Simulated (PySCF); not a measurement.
Molecule: SMILES O(C)C(C)(C)CO, C₅H₁₂O₂.

Geometry (Å), atoms numbered from 1 in this order:
```xyz
19

C     1.9982   -0.5711   -0.5274
O     1.1304    0.4038   -0.0079
C    -0.2725    0.1158    0.0002
C    -0.6072   -1.0993    0.8701
C    -0.8300   -0.0604   -1.4151
C    -0.8705    1.3878    0.6414
O    -0.3088    1.6502    1.8972
H     1.9733   -1.4989    0.0527
H     1.7843   -0.7954   -1.5766
H     2.9954   -0.1385   -0.4563
H    -0.2178   -0.9497    1.8743
H    -0.1880   -2.0119    0.4539
H    -1.6859   -1.2123    0.9292
H    -1.9154   -0.0291   -1.3856
H    -0.4743    0.7413   -2.0583
H    -0.5256   -1.0145   -1.8388
H    -1.9442    1.2668    0.7959
H    -0.7002    2.2344   -0.0397
H     0.6488    1.5901    1.7837
```

Frames of a GFN2-xTB Langevin trajectory at 300 K; GIAO PBE0/pcSseg-1 shieldings in PySCF 2.14, gas phase, non-relativistic; equivalent atoms averaged within each frame.

References, each an isolated molecule treated in the same way: TMS for ¹³C (σ = 186.93 ppm) and ¹H (σ = 31.72 ppm); ¹⁷O (σ = 336.08 ppm) against H2O. The references are static minima.

How do the shifts (ppm) fluctuate along the trajectory?

Answers


| time (fs) | C3 | C6 | C1 | C4/C5 | O2 | O7 | H17/H18 | H8/H9/H10 | H19 | H11/H12/H13/H14/H15/H16 |
| --- | --- | --- | --- | --- | --- | --- | --- | --- | --- | --- |
| 250 | 83.7 | 81.6 | 49.4 | 27.1 | 67.6 | 20.5 | 4.15 | 2.79 | 2.46 | 2.14 |
| 425 | 78.7 | 85.5 | 48.9 | 22.6 | 34.3 | 41.3 | 4.36 | 3.48 | 4.73 | 1.71 |
| 625 | 81.2 | 86.0 | 54.7 | 23.2 | 19.2 | 23.2 | 4.10 | 3.82 | 1.57 | 1.09 |
| 800 | 80.0 | 84.0 | 54.5 | 23.4 | 48.9 | 20.6 | 3.89 | 3.55 | 1.33 | 1.39 |
| 1000 | 83.4 | 84.6 | 48.4 | 20.7 | 50.8 | 29.3 | 4.79 | 3.44 | 2.49 | 1.14 |
| mean of frames | 81.4 | 84.3 | 51.2 | 23.4 | 44.2 | 27.0 | 4.26 | 3.41 | 2.52 | 1.50 |
| standard deviation | 2.2 | 1.7 | 3.2 | 2.3 | 18.3 | 8.8 | 0.34 | 0.38 | 1.34 | 0.44 |

5 frames give an uncertainty of the mean of about the standard deviation over 2.2 at best, since frames this close in time may not be independent; classical motion lacks zero-point vibration, and the reference would need the same averaging.
